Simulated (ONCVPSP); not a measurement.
## Before and after: ONCV potential for gadolinium (Gd)

gadolinium (Gd), optimised norm-conserving Vanderbilt (ONCV), made with ONCVPSP 4.0.1 (PBE, fully relativistic). Core [Kr] 4d10, reference 4f6.5 5s2 5p6 5d1.5 6s2. Waves: 5s+6s: rc 2.15 bohr, ncon 4, nbas 7, qcut 4.7 1/bohr, 2 projectors; 5p: rc 2.10 bohr, ncon 3, nbas 6, qcut 5.9 1/bohr, 2 projectors, debl 0.6 Ha; 5d: rc 2.70 bohr, ncon 4, nbas 7, qcut 7 1/bohr, 2 projectors, debl 2.7 Ha; 4f: rc 1.10 bohr, ncon 4, nbas 8, qcut 16.5 1/bohr, 2 projectors, debl 2.2 Ha. Local part: polynomial inside 0.95 bohr (lpopt 5, dvloc0 0 Ha). Core correction: none.

Open shells are filled in proportion to 2j + 1.

In the p channel the program set the typed energies aside and used -1.005, 0.250 Ha (j = l + 1/2; the other j can differ).

Change: all radii scaled by about 0.77 (s 1.66, p 1.62, d 2.08, f 0.84 bohr); local potential polynomial inside 0.74 bohr (lpopt 5, dvloc0 0 Ha).

Cutoffs: the cutoffs (Ha) at which the residual kinetic energy of the hardest occupied pseudo-wave falls to 1 and 0.1 mHa per electron; they do not see the model core or the augmentation charge, which bear on the density cutoff. Errors are all-electron minus pseudo energies relative to the spin-unpolarised reference configuration.

What does the change do?

The potential gets harder (111 Ha and 121 Ha → 184 Ha and 383 Ha); the bound ghosts move from s to p, s; the lowest positive-energy flag moves from p3/2 at 16.2 eV to d5/2 at 102.0 eV; of the 4 tests that both files solve, the error grows in 3 and shrinks in 1 by more than 15 % and 0.3 meV (median size 8.2 → 43.8 meV). A smaller radius makes the pseudo-wave follow the all-electron one further in, where it bends more sharply, so more plane waves are needed.

| quantity | base | changed |
| --- | --- | --- |
| cutoff, loose | 111 Ha | 184 Ha |
| cutoff, tight | 121 Ha | 383 Ha |
| loose cutoff by channel | s 9.0 Ha, p 9.5 Ha, d 9.1 Ha, f 111 Ha | s 37 Ha, p 16 Ha, d 8.7 Ha, f 184 Ha |
| bound ghosts | s | s, p3/2, p1/2 |
| GHOST(+) flags under 300 eV | p3/2 at 16.2 eV, p1/2 at 37.2 eV, d5/2 at 174.1 eV | d5/2 at 102.0 eV, d3/2 at 110.2 eV, s at 239.2 eV |
| error for 4f7 5s2 5p6 5d1 6s2, meV [ΔE -3.73 eV] | -0.7 | -48 |
| error for 4f7 5s2 5p6 5d1 6s1, meV [ΔE 2.92 eV] | +15 | -39 |
| error for 4f7 5s2 5p6 5d1 6s0, meV [ΔE 15.02 eV] | +36 | -29 |
| error for 4f6 5s2 5p6 5d2 6s2, meV [ΔE 5.10 eV] | +1.5 | -57 |

 A true bound ghost makes a file unfit for plane-wave use even where its test errors are small: the radial tests pick states by their node count and pass the ghost by.
